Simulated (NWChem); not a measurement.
CH₄F₂GaN; SMILES C[NH][Ga]([F])[F]

```xyz
9

Ga     0.0150    -0.3985     0.0431
F      0.9912    -1.8473    -0.0346
F     -1.6955    -0.6349     0.3263
N      0.7130     1.2553    -0.1329
C     -0.0290     2.5108    -0.1151
H      1.7043     1.3397    -0.3178
H      0.0328     3.0376    -1.0774
H      0.3372     3.1853     0.6709
H     -1.0849     2.3091     0.0861
```
Atoms are numbered in this order, from 1.

Level: B3LYP/6-31G* (spherical d) (NWChem), optimised geometry, unscaled harmonic frequencies. 

```csv
frequency (cm⁻¹),IR intensity (km/mol)
35,19.6
104,2.9
139,12.8
183,23.5
196,28.7
310,7.8
405,74.5
626,3.3
708,79.0
719,72.9
1107,2.3
1136,107.5
1151,0.8
1409,19.5
1492,19.0
1521,2.0
1546,6.2
3022,80.2
3068,38.3
3131,15.1
3598,18.6
```

```
Property                                                                            Value
-----------------------------------------------------------------------  ----------------
zero-point energy                                                           36.6 kcal/mol
thermal correction to the enthalpy at 298.15 K (with zero-point energy)     41.8 kcal/mol
heat capacity Cv                                                         22.3 cal/(mol K)
entropy at 298.15 K and 1 atm (symmetry number 1)                        87.3 cal/(mol K)
dipole moment                                                                      3.32 D
```

Rigid rotor and harmonic oscillator; modes under 100 cm⁻¹ make the entropy uncertain.
